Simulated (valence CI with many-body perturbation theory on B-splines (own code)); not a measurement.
**E1 transitions of Pb⁷⁶⁺**

Computed by configuration interaction combined with many-body perturbation theory (CI+MBPT): four valence electrons over a frozen Dirac-Fock core [He], a basis of 11 s, 11 p, 10 d, 8 f, 5 g, 2 h functions for each j, with the one-electron correlation potential Σ1 (screened to all orders), the two-electron term Σ2, the three-electron term Σ3, Breit, model QED; selected single and double excitations, second order for the rest, scaled by the run's own slope (own B-spline code, finite nucleus).

The last digits are not significant, and no measured levels were compared; by estimate large intervals hold to a few tenths of a per cent, small ones and those within an open d or f shell to about a per cent. Among the levels kept, up to 1200 cm⁻¹ of a level comes from second order outside the variational space, and about a tenth of that is noise between levels of different J, which matters for small intervals.

Lines 201 to 250 of 513 in falling wavelength, among levels below 1405.3 Ry, chosen from the strongest by gf and those to the six lowest levels. Wavelengths and rates use the calculated energies. Electric multipoles are in the length gauge, E1 and E2 with the static RPA response of the core. Weak lines are less certain than strong ones. Lines between different terms over intervals too small for the method are left out, as are lines whose strength nearly cancels. The highest levels of a list are the least certain.

Levels are named by their leading jj configuration (3d3/2^4 stands for four electrons in 3d with j = 3/2), which in mixed levels can hold well under half, so a name can repeat and another be missing. Letters in brackets count levels of one name in rising energy.

| λ vac (Å) | Upper | Lower | A (s⁻¹) | log gf | Branch % |
| --- | --- | --- | --- | --- | --- |
| 4.545 | (2p1/2^2 2p3/2 3p1/2) J=2 | (2s 2p1/2^2 3p1/2) J=1 | 2.51e+13 | -0.41 | 1.9 |
| 4.544 | (2s 2p1/2 2p3/2 3p3/2) J=1 [c] | (2s^2 2p1/2 3p3/2) J=2 | 1.13e+13 | -0.98 | 2.9 |
| 4.544 | (2s 2p1/2 2p3/2 3s) J=2 [c] | (2s^2 2p1/2 3s) J=1 | 3.17e+13 | -0.31 | 10.7 |
| 4.542 | (2s 2p3/2^2 3s) J=1 [b] | (2s^2 2p3/2 3s) J=1 | 4.61e+13 | -0.37 | 7.7 |
| 4.542 | (2s 2p1/2 2p3/2 3s) J=1 [c] | (2s^2 2p1/2 3s) J=0 | 2.65e+13 | -0.61 | 10.4 |
| 4.538 | (2s 2p3/2^2 3s) J=1 [a] | (2s^2 2p3/2 3s) J=2 | 2.48e+13 | -0.64 | 6.9 |
| 4.536 | (2s 2p3/2^2 3p1/2) J=1 [b] | (2s^2 2p3/2 3p1/2) J=2 | 2.42e+13 | -0.65 | 3.3 |
| 4.534 | (2s 2p3/2^2 3p1/2) J=1 [a] | (2s^2 2p3/2 3p1/2) J=1 | 4.47e+13 | -0.38 | 5.8 |
| 4.534 | (2s 2p3/2^2 3p1/2) J=2 [b] | (2s^2 2p3/2 3p1/2) J=2 | 4.73e+13 | -0.14 | 9.8 |
| 4.533 | (2p1/2 2p3/2^2 3s) J=1 [b] | (2s 2p1/2 2p3/2 3s) J=1 [b] | 1.43e+13 | -0.88 | 4.3 |
| 4.532 | (2s 2p3/2^2 3s) J=2 [b] | (2s^2 2p3/2 3s) J=1 | 6.90e+12 | -0.97 | 3.3 |
| 4.531 | (2s 2p1/2 2p3/2^2) J=0 | (2s^2 2p1/2 2p3/2) J=1 | 2.73e+13 | -1.08 | 99.8 |
| 4.531 | (2s 2p1/2 2p3/2 3p3/2) J=1 [d] | (2s^2 2p1/2 3p3/2) J=2 | 2.12e+13 | -0.71 | 23.7 |
| 4.529 | (2p1/2^2 2p3/2 3s) J=2 | (2s 2p1/2^2 3s) J=1 | 2.48e+13 | -0.42 | 10.9 |
| 4.528 | (2p1/2^2 2p3/2 3d3/2) J=1 | (2s 2p1/2^2 3d3/2) J=1 | 2.16e+13 | -0.70 | 3.0 |
| 4.525 | (2p1/2 2p3/2^2 3s) J=2 [b] | (2s 2p1/2 2p3/2 3s) J=2 [b] | 1.81e+13 | -0.56 | 3.7 |
| 4.523 | (2p1/2^2 2p3/2 3p3/2) J=2 | (2s 2p1/2^2 3p3/2) J=1 | 1.15e+13 | -0.76 | 1.7 |
| 4.521 | (2p1/2^2 2p3/2 3d5/2) J=1 | (2s 2p1/2^2 3d5/2) J=2 | 2.61e+13 | -0.62 | 1.0 |
| 4.518 | (2s 2p1/2 2p3/2^2) J=1 [a] | (2s^2 2p1/2 2p3/2) J=2 | 5.33e+12 | -1.31 | 9.8 |
| 4.518 | (2p1/2 2p3/2^2 3p1/2) J=3 | (2s 2p1/2 2p3/2 3p1/2) J=3 | 2.33e+13 | -0.30 | 1.9 |
| 4.516 | (2p1/2^2 2p3/2 3d5/2) J=3 | (2s 2p1/2^2 3d5/2) J=3 | 1.42e+13 | -0.52 | 0.4 |
| 4.515 | (2s 2p3/2^2 3s) J=2 [b] | (2s^2 2p3/2 3s) J=2 | 4.43e+13 | -0.17 | 21.2 |
| 4.514 | (2s 2p1/2^2 2p3/2) J=1 | (2s^2 2p1/2^2) J=0 | 3.51e+13 | -0.49 | 99.8 |
| 4.514 | (2p1/2^2 2p3/2 3p3/2) J=2 | (2s 2p1/2^2 3p3/2) J=2 | 1.28e+13 | -0.71 | 1.9 |
| 4.507 | (2p1/2 2p3/2^2 3p1/2) J=2 [b] | (2s 2p1/2 2p3/2 3p1/2) J=2 [b] | 2.43e+13 | -0.43 | 2.1 |
| 4.505 | (2s 2p1/2 2p3/2^2) J=2 [b] | (2s^2 2p1/2 2p3/2) J=2 | 4.90e+13 | -0.13 | 92.7 |
| 4.496 | (2s 2p1/2 2p3/2^2) J=1 [b] | (2s^2 2p1/2 2p3/2) J=2 | 2.85e+13 | -0.59 | 95.8 |
| 4.495 | (2p1/2 2p3/2^2 3s) J=1 [a] | (2s 2p1/2 2p3/2 3s) J=1 [a] | 1.93e+13 | -0.76 | 3.6 |
| 4.494 | (2p1/2 2p3/2^2 3s) J=3 | (2s 2p1/2 2p3/2 3s) J=3 | 2.28e+13 | -0.32 | 11.7 |
| 4.491 | (2p1/2 2p3/2^2 3p1/2) J=2 [a] | (2s 2p1/2 2p3/2 3p1/2) J=2 [a] | 2.08e+13 | -0.50 | 1.7 |
| 4.488 | (2s 2p1/2 2p3/2^2) J=1 [a] | (2s^2 2p1/2 2p3/2) J=1 | 4.85e+13 | -0.36 | 89.7 |
| 4.485 | (2p1/2 2p3/2^2 3p1/2) J=1 [a] | (2s 2p1/2 2p3/2 3p1/2) J=1 [a] | 2.19e+13 | -0.70 | 1.7 |
| 4.484 | (2p1/2^2 2p3/2^2) J=0 | (2s 2p1/2^2 2p3/2) J=1 | 5.51e+13 | -0.78 | 99.6 |
| 4.476 | (2s 2p1/2 2p3/2^2) J=2 [b] | (2s^2 2p1/2 2p3/2) J=1 | 3.83e+12 | -1.24 | 7.2 |
| 4.467 | (2s 2p1/2 2p3/2^2) J=1 [b] | (2s^2 2p1/2 2p3/2) J=1 | 1.14e+12 | -1.99 | 3.8 |
| 4.464 | (2p1/2 2p3/2^2 3s) J=2 [a] | (2s 2p1/2 2p3/2 3s) J=2 [a] | 2.37e+13 | -0.45 | 14.4 |
| 4.456 | (2s 2p3/2^3) J=1 | (2s^2 2p3/2^2) J=2 | 4.74e+13 | -0.37 | 73.2 |
| 4.443 | (2p1/2^2 2p3/2^2) J=2 | (2s 2p1/2^2 2p3/2) J=2 | 2.66e+13 | -0.40 | 52.0 |
| 4.404 | (2p1/2 2p3/2^3) J=2 | (2s 2p1/2 2p3/2^2) J=3 | 1.36e+13 | -0.70 | 17.4 |
| 4.360 | (2p1/2 2p3/2^3) J=1 | (2s 2p1/2 2p3/2^2) J=2 [a] | 1.68e+13 | -0.84 | 21.1 |
| 3.299 | (2s^2 2p1/2 4p1/2) J=1 | (2s^2 2p1/2 3d3/2) J=2 | 2.72e+13 | -0.88 | 15.9 |
| 3.287 | (2s 2p1/2^2 4s) J=1 | (2s 2p1/2^2 3p3/2) J=2 | 3.93e+13 | -0.72 | 20.5 |
| 3.273 | (2s^2 2p1/2 4s) J=0 | (2s^2 2p1/2 3p3/2) J=1 | 9.77e+13 | -0.80 | 36.9 |
| 3.271 | (2s 2p1/2^2 4s) J=0 | (2s 2p1/2^2 3p3/2) J=1 | 9.77e+13 | -0.80 | 35.3 |
| 3.271 | (2s^2 2p1/2 4s) J=1 | (2s^2 2p1/2 3p3/2) J=2 | 8.19e+13 | -0.40 | 27.2 |
| 3.268 | (2s^2 2p1/2 4p3/2) J=1 | (2s 2p1/2^2 3p3/2) J=2 | 4.17e+13 | -0.70 | 24.9 |
| 3.215 | (2s^2 2p1/2 4p3/2) J=2 | (2s^2 2p1/2 3d5/2) J=3 | 1.55e+13 | -0.92 | 16.1 |
| 3.212 | (2s 2p1/2^2 4p3/2) J=2 | (2s 2p1/2^2 3d5/2) J=3 | 1.58e+13 | -0.91 | 16.3 |
| 3.141 | (2s^2 2p1/2 4f7/2) J=3 | (2s 2p1/2^2 3p3/2) J=2 | 1.51e+13 | -0.81 | 3.0 |
| 3.127 | (2s 2p1/2^2 4f5/2) J=2 | (2s 2p1/2^2 3d5/2) J=2 | 2.52e+13 | -0.73 | 4.9 |

How does gf follow from A for the line at 4.443 Å?

gf = 1.4992 × (2J+1)_upper × A / σ², with σ = 22507042 cm⁻¹ and 2J+1 = 5: gf = 0.394.
